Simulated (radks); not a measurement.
Results of a calculation; reference values are marked as such.
Isoelectronic series with 4 electrons, each ion in its NIST ground configuration. Code: a radial shooting solver on a logarithmic mesh with Libxc functionals. Model: Dirac Kohn-Sham, BLYP, spin-unpolarised, spherical densities, finite nucleus; Fermi nuclear charge, rms radius of each element as measured or else 0.836 A^(1/3) + 0.57 fm. Total energies (hartree) and orbital eigenvalues (eV):

| ion | configuration | E (hartree) | 2s1/2 | 1s1/2 |
|---|---|---|---|---|
| Be | [He] 2s2 | -14.66446 | -5.4681 | -106.5834 |
| C2+ | [He] 2s2 | -36.53124 | -40.3002 | -309.2027 |
| O4+ | [He] 2s2 | -68.42866 | -102.6908 | -621.3368 |
| Ne6+ | [He] 2s2 | -110.37483 | -192.4713 | -1042.857 |
| Mg8+ | [He] 2s2 | -162.39833 | -309.6802 | -1573.982 |
| Si10+ | [He] 2s2 | -224.53505 | -454.4077 | -2215.043 |
| S12+ | [He] 2s2 | -296.82799 | -626.7749 | -2966.458 |
| Ar14+ | [He] 2s2 | -379.32736 | -826.9288 | -3828.724 |
| Ca16+ | [He] 2s2 | -472.09085 | -1055.042 | -4802.416 |
